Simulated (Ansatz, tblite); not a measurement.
Cost and result up the ladder for Si(NMe2)H3 (C₂H₉NSi) (13 atoms). Total charge 0; singlet. Geometry: PBE0-D4/def2-SVP.

Cartesian coordinates in Å:
```
Si -0.953 0.011 1.341
N 0.114 0.153 -0.020
C -0.373 0.575 -1.309
C 1.366 -0.558 -0.063
H 0.377 1.204 -1.824
H -1.288 1.177 -1.202
H -0.607 -0.273 -1.985
H 1.722 -0.783 0.954
H 1.304 -1.518 -0.616
H 2.146 0.052 -0.557
H -1.892 1.174 1.315
H -0.122 0.024 2.583
H -1.793 -1.237 1.382
```

Ansatz on 4 threads of Intel Xeon on a shared host; xTB runs through tblite on one thread. Times are rough, summed over both states, and most runs start from the orbitals of an earlier one. PBE0-D4/def2-TZVP serves as the yardstick here, not as an exact answer. The other state is a triplet.

The xTB rows come from tblite.

xTB has no spin-polarisation term.

```csv
level,functions,wall time,vertical triplet (eV),difference from PBE0-D4/def2-TZVP (eV)
GFN2-xTB,30,0.023 s,5.89,0.63
GFN1-xTB,39,0.036 s,6.16,0.90
PBE-D4/def2-TZVP,184,12 s,4.95,-0.30
r2SCAN-D4/def2-TZVP,184,16 s,5.10,-0.15
PBE0-D4/def2-TZVP (with forces),184,17 s,5.26,0.00
```
